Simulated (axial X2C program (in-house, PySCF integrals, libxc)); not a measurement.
Bond lengths and stretching modes, held linear, of ClGeCl⁺

Computed with an axial X2C code built on PySCF integrals: two-component X2C with atomic mean-field Coulomb and Gaunt terms, Gaussian nuclei, basis Cl dyall-av3z, Ge dyall-v3z with contracted cores. Spin-free rows use the one-electron spin-free X2C Hamiltonian.

Masses Cl 34.969, Ge 73.921, Cl 34.969 u. States: 2c Ω = 1/2 (beyond evenly filled blocks: ω = 1/2); spin-free M_S = 1/2, Λ = 0 (beyond evenly filled blocks: σα).

PBE0, 2c: energies above the lowest point

```
r(Cl–Ge) (Å)  r(Ge–Cl) (Å)  E (meV)
      2.0923        2.0923    53.16
      2.0923        2.1460    22.45
      2.0923        2.1996    27.89
      2.1460        2.0923    22.45
      2.1460        2.1460     0.00
      2.1460        2.1996    13.57
      2.1460        2.2533    52.81
      2.1996        2.0923    27.89
      2.1996        2.1460    13.57
      2.1996        2.1996    35.29
      2.2533        2.1460    52.81
      2.2533        2.2533   138.24
```

Q: Fit a quadratic surface with cubic terms in each bond: where is the minimum, and what are the two stretching wavenumbers?

A: At PBE0, 2c: bonds 2.149 and 2.149 Å; harmonic stretches 343.1 and 378.6 cm⁻¹; force constants 1.97, 1.97 and coupling 0.45 mdyn/Å.

The other levels and Hamiltonians give:

```
Hamiltonian  level  r(Cl–Ge) (Å)  r(Ge–Cl) (Å)  lower stretch (cm⁻¹)  upper stretch (cm⁻¹)
         2c     HF         2.165         2.165                 219.6                 324.6
         2c    PBE         2.173         2.173                 327.8                 376.6
         2c    MP2         2.128         2.128                 371.7                 438.6
  spin-free   PBE0         2.149         2.149                 343.4                 379.0
  spin-free     HF         2.164         2.164                 221.3                 325.4
  spin-free    PBE         2.173         2.173                 328.1                 377.0
  spin-free    MP2         2.128         2.128                 371.9                 439.0
```

Each state is one determinant, the lowest of a limited PBE0 search; the stretches come from a fit to these few points and carry an uncertainty of a few per cent. Other orders of the atoms were not compared. The levels spread by more than a fifth, so the stretches depend strongly on the method. MP2 freezes inner shells (threshold -2 hartree). The molecule was held linear; bending was not examined, so a bent shape may lie lower.
